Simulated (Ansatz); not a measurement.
Cost and result for the atomization energy of `C[O][GeH2][Cl]` (9 atoms, 8 bonds).

```xyz
9

C     0.6124    0.5787    1.1521
O     0.6298    0.4935   -0.2553
Ge   -0.5744   -0.5436   -1.0305
Cl   -0.1987   -0.3317   -3.1209
H     1.4122    1.2581    1.4532
H    -0.3363    0.9802    1.5320
H     0.7939   -0.3933    1.6293
H    -1.9909   -0.0310   -0.7261
H    -0.3480   -2.0108   -0.6338
```

The species carries charge 0 and has multiplicity 1. Correlated methods include outer-core shells of Ge, which these sets cover unevenly. Scalar relativity is left out up to krypton. All single points use the PBE0-D4/def2-TZVP geometry. It is one conformer, not always the lowest. Program: Ansatz. All runs use 4 threads of an AMD EPYC 7B13 on a shared host. Times are those of one run each, without the atoms' runs, and a repeat can differ threefold. Electronic energies, without spin–orbit coupling; frozen cores. CCSD(T)/CBS adds CCSD(T) − MP2 in def2-TZVPP to the MP2 limit, and its time is that of the two runs behind it. T1 = 0.011. With those shells the extrapolation isn't a true limit. B3LYP takes the VWN-RPA correlation (the form of Gaussian; ORCA's B3LYP/G).

CCSD(T)/CBS is a level of theory with its own doubt, some kJ/mol a heavy atom from the limit and from the frozen cores, so smaller differences don't rank the functionals.

```json
{"level": "PBE-D4/def2-TZVPP (with forces)", "functions": "222", "wall time": "1.8 s", "atomization (kJ/mol)": "3008.5", "difference from CCSD(T)/CBS": "19.7", "per bond": "2.5"}
{"level": "BHLYP-D4/def2-TZVPP", "functions": "222", "wall time": "2.2 s", "atomization (kJ/mol)": "2880.1", "difference from CCSD(T)/CBS": "-108.7", "per bond": "-13.6"}
{"level": "B3LYP-D4/def2-TZVPP (with forces)", "functions": "222", "wall time": "3.1 s", "atomization (kJ/mol)": "2957.6", "difference from CCSD(T)/CBS": "-31.2", "per bond": "-3.9"}
{"level": "r2SCAN-D4/def2-TZVPP (with forces)", "functions": "222", "wall time": "3.1 s", "atomization (kJ/mol)": "2986.3", "difference from CCSD(T)/CBS": "-2.5", "per bond": "-0.3"}
{"level": "r2SCANh-D4/def2-TZVPP", "functions": "222", "wall time": "3.6 s", "atomization (kJ/mol)": "2966.0", "difference from CCSD(T)/CBS": "-22.8", "per bond": "-2.8"}
{"level": "PBE-QIDH/def2-TZVPP", "functions": "222", "wall time": "3.6 s", "atomization (kJ/mol)": "2956.2", "difference from CCSD(T)/CBS": "-32.6", "per bond": "-4.1"}
{"level": "CCSD(T)/def2-SVP", "functions": "103", "wall time": "3.8 s", "atomization (kJ/mol)": "2800.2", "difference from CCSD(T)/CBS": "-188.6", "per bond": "-23.6"}
{"level": "ωB97X-V/def2-TZVPP", "functions": "222", "wall time": "4.8 s", "atomization (kJ/mol)": "2992.7", "difference from CCSD(T)/CBS": "3.9", "per bond": "0.5"}
{"level": "B97M-V/def2-TZVPP", "functions": "222", "wall time": "5.5 s", "atomization (kJ/mol)": "3002.5", "difference from CCSD(T)/CBS": "13.7", "per bond": "1.7"}
{"level": "ωB97M-V/def2-TZVPP (with forces)", "functions": "222", "wall time": "7 s", "atomization (kJ/mol)": "2975.1", "difference from CCSD(T)/CBS": "-13.7", "per bond": "-1.7"}
{"level": "MP2/def2-QZVPP", "functions": "423", "wall time": "14 s", "atomization (kJ/mol)": "2999.7", "difference from CCSD(T)/CBS": "10.9", "per bond": "1.4"}
{"level": "CCSD(T)/def2-TZVPP", "functions": "222", "wall time": "80 s", "atomization (kJ/mol)": "2919.9", "difference from CCSD(T)/CBS": "-68.9", "per bond": "-8.6"}
{"level": "CCSD(T)/CBS(def2)", "functions": "–", "wall time": "94 s", "atomization (kJ/mol)": "2988.8", "difference from CCSD(T)/CBS": "0.0", "per bond": "0.0"}
```

Leaving LDA and LC-ωPBE aside and taking each functional with its dispersion term where it has one, the values spread over 128.4 kJ/mol, from BHLYP-D4 to PBE-D4. LDA lies +419.8 kJ/mol from PBE without D4, its usual overbinding. From PBE to PBE0 (25 % exact exchange), in def2-TZVPP and without D4, the atomization energy moves by −45.2 kJ/mol: exact exchange takes away binding that semilocal exchange gives to molecules. The D4 term adds +27.4 kJ/mol with B3LYP and +14.3 kJ/mol with PBE0; it sums over pairs of atoms, weighted by their polarisabilities, and B3LYP, whose exchange is more repulsive, gets the larger term.
